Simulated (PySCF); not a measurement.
PySCF input for H2O, SMILES O, PBE0/pcSseg-1. Geometry: B3LYP-D3(BJ)/def2-TZVP.

```python
import numpy as np
from pyscf import gto, scf, dft
from pyscf.prop.nmr import rks as nmr

mol = gto.M(
    atom='''
    O     0.00000000    0.00000000   -0.11688046
    H     0.00000000   -0.76502119    0.46752182
    H     0.00000000    0.76502117    0.46752184
    ''',
    basis='pcSseg-1',
    charge=0,
    spin=0,
    max_memory=2000,
    verbose=3,
)
mf = dft.RKS(mol, xc='pbe0')
mf.grids.level = 3
mf.conv_tol = 1e-10
mf.max_cycle = 100
mf.kernel()
n = nmr.NMR(mf)
n.verbose = 2
n.max_cycle_cphf = 60
sigma = n.kernel()
print('atom   isotropic/ppm   span/ppm')
for i, s in enumerate(sigma):
    w = np.linalg.eigvalsh((s + s.T) / 2)
    print(f'{mol.atom_symbol(i):2s}{i + 1:3d} {w.mean():14.3f} {w[2] - w[0]:11.3f}')
```

Output:

```
converged SCF energy = -76.3320939244629
atom   isotropic/ppm   span/ppm
O   1        334.256      42.911
H   2         30.849      20.085
H   3         30.849      20.085
```

The calculation finished and met its thresholds.
